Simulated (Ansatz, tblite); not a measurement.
Forces on the cluster Re3⁻ at its PBE0-D4/def2-TZVPD geometry. Charge -1, multiplicity 1.

In the def2 sets Re takes a core potential; there is no spin–orbit coupling. The xTB rows come from tblite. At r2SCAN-D4/def2-TZVPD the restricted singlet is unstable: a solution with broken spin symmetry lies lower. At r2SCAN-D4/def2-TZVPD the highest occupied level of the charge -1 singlet lies above zero (up to 0.63 eV). The electron is either unbound and held by the finite basis, or the level is raised by self-interaction error. The order of the spin states hangs on the level: the quintet lies 0.81 eV below the singlet at PBE0-D4/def2-TZVPD, but 2.02 eV above it at GFN1-xTB. The structure comes from a short search, and lower isomers may exist.

GFN1-xTB (tblite), largest force 23.28 eV/Å:

```xyz
3
positions Å, forces eV/Å
Re    1.030   -0.682    0.280   13.551  -10.753   15.578
Re   -0.130    0.265   -1.232  -11.776    9.929  -17.454
Re   -0.900    0.418    0.952   -1.775    0.823    1.877
```

GFN2-xTB (tblite), largest force 25.04 eV/Å:

```
Re 16.388 -12.334 14.358
Re -10.446 9.578 -20.639
Re -5.942 2.756 6.281
```

r2SCAN-D4/def2-TZVPD (Ansatz), largest force 0.94 eV/Å:

```
Re 0.651 -0.478 0.488
Re -0.345 0.336 -0.812
Re -0.306 0.142 0.324
```
